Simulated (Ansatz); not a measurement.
Ansatz (a quantum-chemistry and plane-wave program) input (CAM-B3LYP/def2-TZVPD):

Ansatz 0.2 input:
```yaml
crystal:
  periodic: [false, false, false]
  atoms:
    - {symbol: Si, position_ang: [-0.22351127, -0.88513027, 1.16889093]}
    - {symbol: O, position_ang: [1.47588268, -0.43203066, 0.81145398]}
    - {symbol: Si, position_ang: [2.02510811, 0.62245955, -0.53344229]}
    - {symbol: O, position_ang: [-0.93418438, -0.08347192, -0.00280627]}
    - {symbol: Si, position_ang: [-2.15415746, 0.49377371, -1.01226473]}
    - {symbol: H, position_ang: [-0.43857542, -0.36462954, 2.52152018]}
    - {symbol: H, position_ang: [-0.22509294, -2.34454765, 1.03788263]}
    - {symbol: H, position_ang: [1.58504835, -0.06836271, -1.74747420]}
    - {symbol: H, position_ang: [1.37556447, 1.91096871, -0.28347751]}
    - {symbol: H, position_ang: [3.47468206, 0.60521292, -0.30283231]}
    - {symbol: H, position_ang: [-3.06454855, 1.29689885, -0.18055329]}
    - {symbol: H, position_ang: [-1.45839445, 1.30859548, -2.02291438]}
    - {symbol: H, position_ang: [-2.82013910, -0.67711084, -1.60530426]}
    - {symbol: H, position_ang: [2.17371782, -0.77844611, 1.38939676]}
basis:
  gaussian:
    orbitals: def2-TZVPD
hamiltonian:
  xc: {name: CAM-B3LYP}
total_charge: 1
output: {forces: true}
```

Output:

```
Functional definition: CAM-B3LYP
integrals: 0.43 GiB planned
1679 factors; their error is unknown
integrals: 0.47 GiB planned
723 factors; integrals over basis functions are off by at most 5.5e-6 eV
0.41 GiB of the device are held for the grids
2.23 GiB of device memory are held for the factors and their scratch space
mean field: 2.05 GiB planned
mean field evaluation 1: about -27858.4391 eV, gradient 9.5e1 eV
mean field evaluation 2: about -27839.9580 eV, gradient 1.4e2 eV
mean field evaluation 4: about -27871.9818 eV, gradient 8.6e0 eV
mean field evaluation 8: about -27872.0885 eV, gradient 2.1e-2 eV
mean field evaluation 16: about -27872.1005 eV, gradient 5.0e-5 eV
mean field -27872.10049185 eV, -1024.2808006871 hartree, gradient 5.0e-5 eV, S^2 0.000000; 0 other end points of the search recorded, 0 dependent functions left out
the calculation of the forces begins
reference -27872.10066845 eV, -1024.2808071773 hartree; 33, 33 occupied and 257, 257 virtual orbitals, 1679 factors
Total energy: -27872.10066845 eV, -1024.2808071773 hartree
Atom 0 at    -0.223511    -0.885130     1.168891 Å, force     0.052055     0.108033    -0.134127 eV/Å
Atom 1 at     1.475883    -0.432031     0.811454 Å, force    -0.095408     0.044205    -0.074009 eV/Å
Atom 2 at     2.025108     0.622460    -0.533442 Å, force    -0.003651    -0.072337     0.097406 eV/Å
Atom 3 at    -0.934184    -0.083472    -0.002806 Å, force    -0.020963    -0.054445     0.059787 eV/Å
Atom 4 at    -2.154157     0.493774    -1.012265 Å, force     0.064611    -0.039403     0.067579 eV/Å
Atom 5 at    -0.438575    -0.364630     2.521520 Å, force     0.004635    -0.016031    -0.036480 eV/Å
Atom 6 at    -0.225093    -2.344548     1.037883 Å, force    -0.001149     0.039705     0.005402 eV/Å
Atom 7 at     1.585048    -0.068363    -1.747474 Å, force     0.020569     0.017864     0.029845 eV/Å
Atom 8 at     1.375564     1.910969    -0.283478 Å, force     0.025597    -0.030632    -0.005741 eV/Å
Atom 9 at     3.474682     0.605213    -0.302832 Å, force    -0.043079    -0.000798    -0.004919 eV/Å
Atom 10 at    -3.064549     1.296899    -0.180553 Å, force     0.025870    -0.024776    -0.028033 eV/Å
Atom 11 at    -1.458394     1.308595    -2.022914 Å, force    -0.031228    -0.021875     0.025863 eV/Å
Atom 12 at    -2.820139    -0.677111    -1.605304 Å, force     0.017645     0.037576     0.017476 eV/Å
Atom 13 at     2.173718    -0.778446     1.389397 Å, force    -0.015505     0.012914    -0.020051 eV/Å
Dipole moment:     0.778412    -0.192403     0.374826 e Å
```

It need not be the lowest isomer of its formula.
